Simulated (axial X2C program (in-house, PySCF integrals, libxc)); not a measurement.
The numbers below are computed, except where a source is named.
**Ta₂: input and output**

Program: an in-house all-electron X2C program for linear molecules (integrals from PySCF).

Input:
```json
{"zs": [73, 73], "q": 0, "bas": ["dyall-cv3z", "dyall-cv3z"], "levels": ["PBE0", "HF", "BP86"], "cc": true, "r0": 2.92, "thr": -1.0, "nmax": 110, "npts": 10, "nst": 2, "ntry": 8}
```
```bash
python so2c.py task.json out
```

Keys: zs atomic numbers; q charge; bas basis sets; levels methods; cc coupled cluster on or off; r0 starting distance in Å; thr threshold in hartree for freezing inner shells (an s shell follows its p shell); nmax most natural virtual spinors; npts points on the curve; nst determinants followed; ntry starts of the search. HF also brings MP2.

Output of the HF step, 2c, at R = 2.207 Å for the state Ω = 1. It starts from PBE0 orbitals of this distance.

```
two-component X2C + atomic mean field  HF
basis functions 370  fitting functions 1810  grid points 5802
iter        total energy     max residual
   1     -31196.656955678     7.36e-01
   2     -31196.739317249     2.77e-02
   3     -31196.742236619     3.49e-02
   4     -31196.749888993     8.50e-03
   5     -31196.752850384     8.62e-03
   6     -31196.755442467     8.57e-03
   7     -31196.758653250     8.06e-03
   8     -31196.765493759     4.59e-03
   9     -31196.764804118     5.75e-03
  10     -31196.768132470     2.80e-03
  11     -31196.768384329     2.06e-03
  12     -31196.768484197     1.02e-03
  13     -31196.768611645     5.20e-04
  14     -31196.768637689     2.77e-04
  15     -31196.768652086     2.24e-04
  16     -31196.768658123     2.07e-04
  17     -31196.768662888     1.95e-04
  18     -31196.768666630     1.58e-04
  19     -31196.768668885     1.39e-04
  20     -31196.768670777     1.30e-04
  21     -31196.768672738     1.25e-04
  22     -31196.768675503     1.22e-04
  23     -31196.768679861     1.04e-04
  24     -31196.768680508     1.03e-04
  25     -31196.768694960     5.17e-04
  26     -31196.768704858     2.43e-04
  27     -31196.768707267     1.70e-04
  28     -31196.768710748     2.57e-04
  29     -31196.768714666     3.44e-04
  30     -31196.768719746     3.71e-04
  31     -31196.768750306     1.24e-03
  32     -31196.768822002     2.14e-03
  33     -31196.768925580     3.23e-03
  34     -31196.769038318     5.82e-03
  35     -31196.769599422     4.66e-03
  36     -31196.771778053     4.66e-03
  37     -31196.774556452     4.91e-03
  38     -31196.775949206     5.66e-03
  39     -31196.776465509     5.59e-03
  40     -31196.777858740     4.51e-03
  41     -31196.779301579     5.00e-03
  42     -31196.780604049     3.84e-03
  43     -31196.782074362     3.74e-03
  44     -31196.782952825     2.64e-03
  45     -31196.784007425     2.17e-03
  46     -31196.784359385     1.71e-03
  47     -31196.784592053     1.15e-03
  48     -31196.784679529     6.15e-04
  49     -31196.784717000     4.17e-04
  50     -31196.784740228     3.44e-04
  51     -31196.784756724     3.84e-04
  52     -31196.784769023     2.62e-04
  53     -31196.784776579     1.67e-04
  54     -31196.784779693     1.27e-04
  55     -31196.784782275     1.24e-04
  56     -31196.784783518     9.98e-05
  57     -31196.784784176     6.23e-05
  58     -31196.784784533     3.61e-05
  59     -31196.784784828     3.52e-05
  60     -31196.784784998     3.50e-05
  61     -31196.784785105     2.10e-05
  62     -31196.784785149     1.49e-05
  63     -31196.784785168     8.08e-06
  64     -31196.784785175     5.43e-06
  65     -31196.784785179     3.21e-06
  66     -31196.784785180     2.02e-06
converged
one-electron -45360.60230755  Coulomb 13544.11661784  exact exchange -631.35072733  xc functional 0.00000000  nuclear repulsion 1277.74597054  atomic mean-field constant -26.69433868
correlated 10  virtual 434  natural virtual 110  E(MP2) -0.257302942  MP2 remainder -0.012036771
iter   CCSD correlation   residual
   1     -0.229466744   2.66e-01
   2     -0.247363399   1.61e-01
   3     -0.265243609   9.84e-02
   4     -0.271950242   5.46e-02
   5     -0.277237637   3.39e-02
   6     -0.278426727   1.98e-02
   7     -0.279332053   1.29e-02
   8     -0.279812781   8.50e-03
   9     -0.279812038   5.32e-03
  10     -0.280121180   2.90e-03
  11     -0.280010938   1.60e-03
  12     -0.280059359   9.07e-04
  13     -0.280031807   5.10e-04
  14     -0.280014366   3.06e-04
  15     -0.280005053   1.86e-04
  16     -0.279998379   1.22e-04
  17     -0.279995124   8.16e-05
  18     -0.279996400   5.11e-05
  19     -0.279995803   3.17e-05
  20     -0.279997290   2.00e-05
  21     -0.279997617   1.15e-05
  22     -0.279997866   6.58e-06
  23     -0.279998073   4.05e-06
  24     -0.279998169   2.49e-06
  25     -0.279998262   1.64e-06
  26     -0.279998354   1.12e-06
  27     -0.279998374   7.57e-07
  28     -0.279998428   5.71e-07
  29     -0.279998431   3.78e-07
(T) -0.026041435  T1 0.2004  D1 0.3432  max T2 0.069
```
Energies are in hartree; totals compare only within one Hamiltonian and basis. T1 is large, a sign of multireference character or of a spin-contaminated reference. T1 in the output is the amplitude norm over the root of the electron number; divide by √2 for the Lee–Taylor value. The determinant is spin-polarised beyond a pure state at some levels (its spin-free form has ⟨S²⟩ too high), which makes Re and μ there less reliable.
